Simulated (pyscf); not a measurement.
Structures and frequencies: ωB97X-D3(BJ)/def2-SVP in PySCF. Singlets are restricted, triplets unrestricted.

Singlet (Å):
```xyz
6

F      1.5689    -1.0704    -1.1392
Ge     0.2856    -0.1979    -0.3131
Ge     0.6181     2.2240    -0.5479
H     -1.0205    -0.7066    -0.9579
H      0.3523    -0.6786     1.1520
H     -0.7239     2.3953     0.2941
```

Triplet (Å):
```xyz
6

F      1.6673    -0.9200    -0.8239
Ge     0.0660    -0.4357    -0.3056
Ge    -0.2126     1.9195    -0.6117
H     -0.9109    -1.2118    -1.1943
H     -0.0175    -0.8227     1.1792
H      0.2947     2.9285     0.4435
```

### Question
For these two minima of F–GeH₂–GeH:, which spin state lies lower at ωB97X-D3(BJ)/def2-TZVP, and by how much (electronic energies)?

### Answer
The singlet, by 21.1 kcal/mol. Zero-point energy shifts E(triplet) − E(singlet) by +0.5 kcal/mol. The 7 functionals that were run give +13.2 (r²SCAN) to +21.1 kcal/mol (ωB97X-D3(BJ)). Other isomers of F–GeH₂–GeH: [singlet] were not searched in full and may lie lower. 

E(triplet) − E(singlet) by level (kcal/mol):

```
level                     gap
----------------------  -----
ωB97X-D3(BJ)/def2-TZVP  +21.1
PBE/def2-TZVP           +18.3
r²SCAN/def2-TZVP        +13.2
B3LYP-D3(BJ)/def2-TZVP  +21.1
PBE0-D3(BJ)/def2-TZVP   +16.2
M06-2X/def2-TZVP        +14.1
ωB97M-D3(BJ)/def2-TZVP  +20.9
HF/def2-TZVP             +3.8
```

The triplet is the lowest one reached from the SCF start used. Elements up to Kr have no core potential and no relativistic terms here.
